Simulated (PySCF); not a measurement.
Precursor series Ti OH-H. All species are isolated molecules in the gas phase. One relaxed conformer stands for each flexible species; it need not be the lowest. All members: neutral, multiplicity 1. Level: B3LYP-D3(BJ)/def2-TZVP // r2SCAN-D4/def2-SVP (PySCF), beside PBE-D3(BJ)/def2-TZVP // r2SCAN-D4/def2-SVP (PySCF) at the same geometries. B3LYP has the VWN-RPA correlation part, as in Gaussian. 

| species | HOMO–LUMO gap, PBE (eV) | HOMO–LUMO gap, B3LYP-D3(BJ) (eV) |
|---|---|---|
| [Ti(H)4] | 3.14 | 5.43 |
| [Ti(OH)(H)3] | 3.42 | 5.57 |
| [Ti(OH)2(H)2] | 3.45 | 5.60 |
| [Ti(OH)3(H)] | 4.23 | withheld |
| [Ti(OH)4] | 5.18 | 7.28 |

**Question.** Fit y = a + b·x, y being the HOMO–LUMO gap at the first level, to the 4 complete rows by least squares, with x = the PBE value in eV. Give a, b and the rms residual, and predict the withheld value.

**Answer.** Means of the 4 rows: x̄ = 3.7975, ȳ = 5.97 eV. Σ(x − x̄)² = 2.6069 and Σ(x − x̄)(y − ȳ) = 2.4457, so b = 0.938 and a = ȳ − b·x̄ = 2.408 eV. The rms residual is 0.050 eV. At x = 4.23 the line gives 6.38 eV. The run for [Ti(OH)3(H)] gave 6.34 eV, so the line is off by 0.04 eV, within twice the rms residual.

Codes: PySCF.
